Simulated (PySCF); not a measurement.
Work out the structure from these simulated measurements.

Formula: C5H7BOS.

| Item | Value |
| --- | --- |
| Rotational structure | rotational constants A, B, C: 3.998, 1.230, 0.946 GHz [PBE0-D3(BJ)/def2-SVP] |
| 13C NMR | chemical shifts (computed TMS as zero) by class: 151.3 (1 C), 144.4 (1 C), 144.3 (1 C), 133.1 (1 C), 56.1 (1 C) ppm [GIAO PBE0/pcSseg-1] |
| 1H NMR | chemical shifts (computed TMS as zero) by class: 7.86 (1 H), 7.70 (1 H), 7.36 (1 H), 5.52 (1 H), 4.09 (3 H) ppm [GIAO PBE0/pcSseg-1] |
| Dipole | 1.98 D [B3LYP/def2-SVPD] |
| NMR, other nuclei | isotropic shieldings of nuclei other than C and H, by class: 63 (1 B), 177 (1 O), 254 (1 S) ppm [GIAO PBE0/pcSseg-1] |
| Polarisability | 95.9 au [B3LYP/def2-SVPD] |
| Triplet | lowest triplet excitation (Tamm–Dancoff): 3.46 eV [TDA B3LYP/def2-SVPD] |

The electronic properties come from PySCF, for the isolated species, density fitting. Levels stand in brackets. Geometry: PBE0-D3(BJ)/def2-SVP, one conformer, isolated molecule. NMR classes are plain means over equivalent atoms (diastereotopic ones count apart unless rotation or inversion swaps them), as if these changed places fast.

Problem. Give a SMILES that accounts for the data.

Solution. Numbering: `[CH3:1][O:2][BH:3][c:4]1[cH:5][cH:6][cH:7][s:8]1`. 5 carbons fall into 5 classes; from least to most shielded: aromatic CH carbon [C5] (151.3 ppm), substituted aromatic carbon [C4] (144.4 ppm), aromatic CH next to a ring sulfur [C7] (144.3 ppm), aromatic CH carbon [C6] (133.1 ppm), methoxy carbon [C1] (56.1 ppm). Hydrogen classes from least to most shielded: 1 H on an aromatic CH carbon, C5 (7.86 ppm), 1 H on an aromatic CH next to a ring sulfur, C7 (7.70 ppm), 1 H on an aromatic CH carbon, C6 (7.36 ppm), 1 H on a three-coordinate boron, B3 (5.52 ppm), 3 H on a methoxy carbon, C1 (4.09 ppm). The other shieldings belong to: 63 ppm, three-coordinate boron [B3]; 177 ppm, boron-bound oxygen [O2]; 254 ppm, thiophene-type sulfur [S8]. By its constants the optimised geometry is an asymmetric top. Structure: `COBc1cccs1`. The assignments are read from this structure; whether some other isomer fits the data as well wasn't checked.

Shape of the structure used: `[CH3:1][O:2][BH:3][c:4]1[cH:5][cH:6][cH:7][s:8]1`: C1–O2–B3–C4 0°, O2–B3–C4–C5 -178°.
